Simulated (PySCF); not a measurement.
## KCa: from constants to spectrum

ROHF-CCSD(T) constants of KCa, ²Σ⁺ (doublet), unpaired electrons σ ↑ (K x2c-SVPall, Ca x2c-SVPall; spin-free X2C with a Gaussian nucleus (PySCF 2.14); masses 38.9637 and 39.9626 u):

| Item | Value |
| --- | --- |
| ωe | 63.6 cm⁻¹ |
| ωexe | 0.84 cm⁻¹ |
| Be | 0.044236 cm⁻¹ |
| αe | 0.000573 cm⁻¹ |
| De to K + Ca | 0.140 eV |

What force constant and bond length do these constants imply?

Reduced mass μred = 19.728 u; k = 5.8918×10⁻⁷·μred·ωe² (u, cm⁻¹, mdyn/Å) = 0.0470 mdyn/Å; Re = √(16.8576/(μred·Be)) (u, cm⁻¹, Å) = 4.395 Å.

Estimate the centrifugal constant D from the Kratzer relation and find the Dunham coefficient a1.

D = 4Be³/ωe² = 8.56e-08 cm⁻¹; a1 = −1 − αeωe/(6Be²) = -4.10.

Correlated steps freeze 10 core orbitals. The bond is weak. Basis-set superposition, not corrected here, can be much of De in a small basis, most of all at correlated wavefunction levels. The state is the lowest determinant that a PBE0 search found; another state may lie lower at other levels.
